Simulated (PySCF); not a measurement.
N-methyl-N-silylmethanamine (C₂H₉NSi), SMILES CN(C)[SiH3]. Atoms are numbered in the order given.

```xyz
13

Si     1.3545     0.0110     0.0000
N     -0.3776    -0.1475     0.0000
C     -1.1472     0.0289    -1.2148
H     -0.5311    -0.1885    -2.1012
H     -2.0118    -0.6616    -1.2337
H     -1.5493     1.0579    -1.3289
C     -1.1472     0.0289     1.2148
H     -2.0118    -0.6616     1.2337
H     -0.5311    -0.1885     2.1012
H     -1.5493     1.0579     1.3289
H      1.8751     1.4208     0.0000
H      1.8781    -0.6521    -1.2292
H      1.8781    -0.6521     1.2292
```

Geometry optimised at B3LYP-D3(BJ)/def2-SVP.

Calculation: PySCF with B3LYP-D3(BJ)/def2-SVP.

Frequencies are harmonic and unscaled.

```csv
mode,ν (cm⁻¹),IR (km/mol),moving atoms (share of kinetic energy)
1,121,0.1,"H 89 %, C 9 %"
2,140,1.8,"H 59 %, N 35 %"
3,222,0.2,H 98 %
4,253,4.3,"H 70 %, N 24 %"
5,280,0.2,"H 38 %, C 35 %, N 15 %, Si 11 %"
6,367,1.1,"C 40 %, H 38 %, Si 18 %"
7,670,10.2,"C 39 %, Si 28 %, H 21 %, N 12 %"
8,697,49.7,"H 83 %, Si 9 %"
9,723,39.9,"H 81 %, Si 13 %"
10,918,88.0,H 94 %
11,981,53.5,H 97 %
12,986,381.2,"H 82 %, Si 11 %"
13,1028,17.9,"H 48 %, C 31 %, N 20 %"
14,1091,3.6,"H 73 %, C 25 %"
15,1116,1.1,"H 80 %, C 19 %"
16,1168,2.5,"H 70 %, C 19 %, N 11 %"
17,1238,95.2,"N 60 %, C 30 %, H 10 %"
18,1315,51.4,"N 40 %, H 36 %, C 22 %"
19,1435,2.1,"H 87 %, C 12 %"
20,1453,2.1,H 97 %
21,1457,7.8,H 93 %
22,1466,12.7,"H 87 %, C 13 %"
23,1484,18.4,H 96 %
24,1505,2.4,H 94 %
25,2153,192.7,H 96 %
26,2220,93.3,H 98 %
27,2225,136.7,H 96 %
28,2949,59.0,H 96 %
29,2955,128.4,H 96 %
30,3015,100.9,"H 92 %, C 8 %"
31,3021,4.2,"H 91 %, C 9 %"
32,3101,16.0,"H 91 %, C 9 %"
33,3102,21.7,"H 91 %, C 9 %"
```
